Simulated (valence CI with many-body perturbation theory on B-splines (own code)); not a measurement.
**Er⁶²⁺: electric-dipole lines**

Calculated by valence CI with perturbative core correlation (CI+MBPT): four valence electrons over a frozen Dirac-Fock core [He], a basis of 11 s, 11 p, 9 d, 7 f, 5 g, 2 h, 1 i functions for each j, with the one-electron correlation potential Σ1 (screened to all orders), the two-electron term Σ2, the three-electron term Σ3, Breit, model QED; selected single and double excitations, second order for the rest (own B-spline code, finite nucleus).

No measured spectrum was set against this ion. As an estimate, large intervals hold to a few tenths of a per cent, small ones and those within an open d or f shell to about a per cent. Among the levels kept, up to 270 cm⁻¹ of a level comes from second order outside the variational space, and about a tenth of that is noise between levels of different J, which matters for small intervals.

Lines 151 to 200 of 247 in falling wavelength, among levels below 83053 × 10³ cm⁻¹, chosen from the strongest by gf and those to the six lowest levels. Wavelengths and rates use the calculated energies. Electric multipoles are in the length gauge, E1 and E2 with the static RPA response of the core. Weak lines are less certain than strong ones. Lines between different terms over intervals too small for the method are left out, as are lines whose strength nearly cancels. The highest levels of a list are the least certain.

Levels are named by their leading jj configuration (3d3/2^4 stands for four electrons in 3d with j = 3/2), which in mixed levels can hold well under half, so a name can repeat and another be missing. Letters in brackets count levels of one name in rising energy.

| λ vac (nm) | Upper | Lower | A (s⁻¹) | log gf | Branch % |
| --- | --- | --- | --- | --- | --- |
| 0.1516 | (2s 2p1/2 2p3/2 3p3/2) J=2 [b] | (2s^2 2p3/2^2) J=2 | 2.47e+12 | -2.37 | 1.3 |
| 0.1515 | (2s 2p1/2 2p3/2 3p3/2) J=3 [b] | (2s^2 2p3/2^2) J=2 | 1.62e+13 | -1.41 | 6.7 |
| 0.1511 | (2s 2p1/2^2 3p3/2) J=2 | (2s^2 2p1/2 2p3/2) J=1 | 1.90e+13 | -1.49 | 87.0 |
| 0.1505 | (2s 2p1/2 2p3/2 3p3/2) J=3 [c] | (2s^2 2p3/2^2) J=2 | 9.47e+12 | -1.65 | 5.6 |
| 0.1503 | (2s 2p1/2 2p3/2 3p3/2) J=2 [d] | (2s^2 2p3/2^2) J=2 | 2.62e+12 | -2.35 | 1.5 |
| 0.1465 | (2s 2p1/2 2p3/2 3s) J=2 [b] | (2s 2p1/2^2 2p3/2) J=1 | 5.41e+12 | -2.06 | 2.7 |
| 0.1462 | (2s 2p1/2 2p3/2 3s) J=2 [a] | (2s 2p1/2^2 2p3/2) J=2 | 2.56e+13 | -1.39 | 25.1 |
| 0.1457 | (2s 2p1/2 2p3/2 3s) J=1 [a] | (2s 2p1/2^2 2p3/2) J=2 | 2.88e+13 | -1.56 | 14.1 |
| 0.1456 | (2s 2p1/2 2p3/2 3s) J=0 | (2s 2p1/2^2 2p3/2) J=1 | 3.84e+13 | -1.91 | 17.2 |
| 0.1456 | (2s 2p1/2 2p3/2 3s) J=1 [b] | (2s 2p1/2^2 2p3/2) J=1 | 3.72e+13 | -1.45 | 17.4 |
| 0.1455 | (2s 2p1/2 2p3/2 3s) J=1 [c] | (2s 2p1/2^2 2p3/2) J=1 | 2.80e+12 | -2.57 | 2.9 |
| 0.1455 | (2s 2p1/2 2p3/2 3s) J=3 | (2s 2p1/2^2 2p3/2) J=2 | 3.73e+13 | -1.08 | 33.2 |
| 0.1455 | (2s 2p1/2 2p3/2 3s) J=2 [c] | (2s 2p1/2^2 2p3/2) J=1 | 2.60e+13 | -1.38 | 23.7 |
| 0.1451 | (2s^2 2p1/2 3s) J=1 | (2s^2 2p1/2^2) J=0 | 3.81e+13 | -1.44 | 20.5 |
| 0.1451 | (2s 2p1/2 2p3/2 3s) J=2 [b] | (2s 2p1/2^2 2p3/2) J=2 | 1.42e+13 | -1.65 | 7.1 |
| 0.1448 | (2s^2 2p3/2 3s) J=2 | (2s^2 2p1/2 2p3/2) J=2 | 2.38e+13 | -1.43 | 20.0 |
| 0.1447 | (2s^2 2p3/2 3s) J=1 | (2s^2 2p1/2 2p3/2) J=2 | 3.69e+13 | -1.46 | 16.2 |
| 0.1445 | (2s^2 2p3/2 3s) J=2 | (2s^2 2p1/2 2p3/2) J=1 | 1.77e+13 | -1.56 | 14.9 |
| 0.1444 | (2s^2 2p3/2 3s) J=1 | (2s^2 2p1/2 2p3/2) J=1 | 9.35e+12 | -2.06 | 4.1 |
| 0.1441 | (2s^2 2p3/2 3p3/2) J=1 | (2s 2p1/2^2 2p3/2) J=1 | 6.28e+12 | -2.23 | 41.2 |
| 0.1437 | (2s^2 2p3/2 3p3/2) J=2 | (2s 2p1/2^2 2p3/2) J=1 | 3.66e+12 | -2.25 | 36.0 |
| 0.1428 | (2s^2 2p3/2 3p3/2) J=3 | (2s 2p1/2^2 2p3/2) J=2 | 4.65e+12 | -2.00 | 57.9 |
| 0.1423 | (2s^2 2p3/2 3p3/2) J=2 | (2s 2p1/2^2 2p3/2) J=2 | 2.52e+12 | -2.42 | 24.9 |
| 0.1407 | (2s 2p1/2 2p3/2 3p1/2) J=1 [a] | (2s^2 2p1/2 2p3/2) J=2 | 2.91e+13 | -1.59 | 23.6 |
| 0.1404 | (2s 2p1/2 2p3/2 3p1/2) J=1 [a] | (2s^2 2p1/2 2p3/2) J=1 | 9.26e+13 | -1.09 | 75.1 |
| 0.1403 | (2s 2p1/2 2p3/2 3p1/2) J=2 [a] | (2s^2 2p1/2 2p3/2) J=1 | 2.37e+14 | -0.46 | 99.3 |
| 0.1402 | (2p1/2^2 2p3/2 3p1/2) J=1 | (2s 2p1/2^2 2p3/2) J=1 | 8.91e+13 | -1.10 | 9.7 |
| 0.1402 | (2p1/2^2 2p3/2 3p1/2) J=2 | (2s 2p1/2^2 2p3/2) J=1 | 1.56e+14 | -0.64 | 18.1 |
| 0.1401 | (2s 2p1/2 2p3/2 3p1/2) J=3 | (2s^2 2p1/2 2p3/2) J=2 | 3.51e+14 | -0.14 | 99.6 |
| 0.1401 | (2s 2p1/2 2p3/2 3d3/2) J=2 [a] | (2s 2p1/2^2 2p3/2) J=1 | 1.78e+14 | -0.58 | 60.8 |
| 0.1401 | (2s 2p1/2 2p3/2 3d3/2) J=1 [a] | (2s 2p1/2^2 2p3/2) J=1 | 3.17e+13 | -1.55 | 14.5 |
| 0.1399 | (2s 2p1/2^2 3p1/2) J=1 | (2s^2 2p1/2^2) J=0 | 4.05e+14 | -0.45 | 99.5 |
| 0.1396 | (2s 2p1/2 2p3/2 3p1/2) J=2 [b] | (2s^2 2p1/2 2p3/2) J=2 | 1.85e+14 | -0.57 | 87.8 |
| 0.1393 | (2s 2p1/2 2p3/2 3p1/2) J=2 [b] | (2s^2 2p1/2 2p3/2) J=1 | 2.36e+13 | -1.46 | 11.2 |
| 0.1392 | (2s 2p1/2 2p3/2 3d3/2) J=2 [b] | (2s 2p1/2^2 2p3/2) J=1 | 1.36e+13 | -1.70 | 1.2 |
| 0.1391 | (2s 2p1/2 2p3/2 3p1/2) J=1 [b] | (2s^2 2p1/2 2p3/2) J=2 | 9.78e+13 | -1.07 | 28.5 |
| 0.1390 | (2s 2p1/2 2p3/2 3p1/2) J=2 [c] | (2s^2 2p1/2 2p3/2) J=2 | 1.68e+14 | -0.61 | 69.6 |
| 0.1390 | (2p1/2^2 2p3/2 3p1/2) J=1 | (2s 2p1/2^2 2p3/2) J=2 | 7.76e+14 | -0.17 | 84.6 |
| 0.1390 | (2p1/2^2 2p3/2 3p1/2) J=2 | (2s 2p1/2^2 2p3/2) J=2 | 6.56e+14 | -0.02 | 76.4 |
| 0.1388 | (2s 2p1/2 2p3/2 3d3/2) J=2 [a] | (2s 2p1/2^2 2p3/2) J=2 | 9.55e+12 | -1.86 | 3.3 |
| 0.1388 | (2s 2p1/2 2p3/2 3d3/2) J=1 [a] | (2s 2p1/2^2 2p3/2) J=2 | 1.73e+13 | -1.83 | 7.9 |
| 0.1388 | (2s 2p1/2 2p3/2 3p1/2) J=0 | (2s^2 2p1/2 2p3/2) J=1 | 3.61e+14 | -0.98 | 98.0 |
| 0.1388 | (2s 2p1/2 2p3/2 3p1/2) J=1 [b] | (2s^2 2p1/2 2p3/2) J=1 | 2.37e+14 | -0.69 | 69.3 |
| 0.1388 | (2s 2p1/2 2p3/2 3p1/2) J=2 [c] | (2s^2 2p1/2 2p3/2) J=1 | 6.66e+13 | -1.02 | 27.6 |
| 0.1387 | (2s 2p1/2 2p3/2 3d5/2) J=2 [a] | (2s 2p1/2^2 2p3/2) J=1 | 5.99e+12 | -2.06 | 1.1 |
| 0.1387 | (2s 2p1/2 2p3/2 3d3/2) J=3 [a] | (2s 2p1/2^2 2p3/2) J=2 | 2.85e+14 | -0.24 | 86.5 |
| 0.1386 | (2s 2p1/2 2p3/2 3d3/2) J=1 [c] | (2s 2p1/2^2 2p3/2) J=1 | 1.91e+14 | -0.78 | 34.1 |
| 0.1384 | (2s 2p1/2 2p3/2 3p1/2) J=1 [c] | (2s^2 2p1/2 2p3/2) J=2 | 1.73e+14 | -0.83 | 79.9 |
| 0.1383 | (2s 2p1/2 2p3/2 3d3/2) J=1 [d] | (2s 2p1/2^2 2p3/2) J=1 | 1.80e+14 | -0.81 | 32.1 |
| 0.1381 | (2s 2p1/2 2p3/2 3d3/2) J=3 [b] | (2s 2p1/2^2 2p3/2) J=2 | 1.02e+15 | 0.31 | 94.0 |

Task: How does gf follow from A for the line at 0.1386 nm?

Result: gf = 1.4992 × (2J+1)_upper × A / σ², with σ = 72161375 cm⁻¹ and 2J+1 = 3: gf = 0.165.
